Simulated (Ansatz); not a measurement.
Start from `[GeH3][B]1O[SiH2]1` and change one atom or group to get `NB1O[SiH2]1`.

Ansatz, PBE0-D4/def2-TZVP geometries, multiplicity 1. Each molecule was computed in one conformer, which needn't be the lowest.

Scalar relativity is left out up to krypton.

```tsv
property	`[GeH3][B]1O[SiH2]1`
HOMO energy (B3LYP/def2-TZVPP) / eV	-6.65
HOMO energy (ωB97M-V/def2-TZVPP) / eV	-8.87
LUMO energy (PBE0/def2-TZVPP) / eV	-1.38
HOMO energy (PBE0/def2-TZVPP) / eV	-6.84
LUMO energy (ωB97M-V/def2-TZVPP) / eV	0.66
HOMO–LUMO gap (B3LYP/def2-TZVPP) / eV	5.09
```

(1) Give the same properties after the change, and the shifts. (Estimate.)

## Answers

(1) Computed: 
```
                             property  `NB1O[SiH2]1`  shift
  HOMO energy (B3LYP/def2-TZVPP) / eV          -6.63   0.02
HOMO energy (ωB97M-V/def2-TZVPP) / eV          -8.97  -0.10
   LUMO energy (PBE0/def2-TZVPP) / eV          -0.43   0.95
   HOMO energy (PBE0/def2-TZVPP) / eV          -6.82   0.02
LUMO energy (ωB97M-V/def2-TZVPP) / eV           1.29   0.63
HOMO–LUMO gap (B3LYP/def2-TZVPP) / eV           5.97   0.88
```

B3LYP here is the variant with VWN-RPA as its local correlation; programs differ in this.
